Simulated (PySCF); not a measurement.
Task: What does the PBE0-D3(BJ)/def2-SVP structure of InChI=1S/CH9GeNSi/c3-2-1-4/h1-3H2,4H3 look like in three dimensions?

Result: 
```xyz
13
CH9GeNSi angstrom
N     -1.733    0.765   -0.463
Ge    -1.051   -0.936   -0.282
C      0.880   -0.762   -0.503
Si     1.550    0.832    0.249
H     -1.710    1.145   -1.406
H     -2.669    0.894   -0.089
H     -1.622   -1.971   -1.287
H     -1.406   -1.372    1.153
H      1.129   -0.786   -1.576
H      1.374   -1.633   -0.042
H      1.001    1.051    1.622
H      3.043    0.751    0.361
H      1.222    2.010   -0.608
```

Orientation and origin are arbitrary. Atoms count from 1 in this order. Ge2 (germanium bonded to C, N and 2 H) is distorted tetrahedral (angles from 105.5° to 114.6°). N1 (nitrogen bonded to Ge and 2 H) is pyramidal (angles 115.3°, 115.0° and 108.4°, sum 338.7°, 0.33 Å off the plane of its three neighbours). Si4 (SiH3 silicon) is tetrahedral (angles from 107.7° to 111.1°).

Bonds between heavy atoms (Å): N1–Ge2 1.842, Ge2–C3 1.952, C3–Si4 1.885.

Level of theory: PySCF 2.14.0, PBE0-D3(BJ)/def2-SVP geometry optimisation, gas phase.

Point group: C1 (no symmetry element, even within 0.4 Å). Not checked by PBE0-D3(BJ)/def2-SVP frequencies. The numbers are those of one conformer (H–N1–Ge2–C3 71° and -161°, N1–Ge2–C3–Si4 37°).

On an Arm Neoverse V2 with one thread, no GPU (shared host), this took 66 s of wall time and 0.52 GiB of memory at its peak. These figures are those of the optimisation.
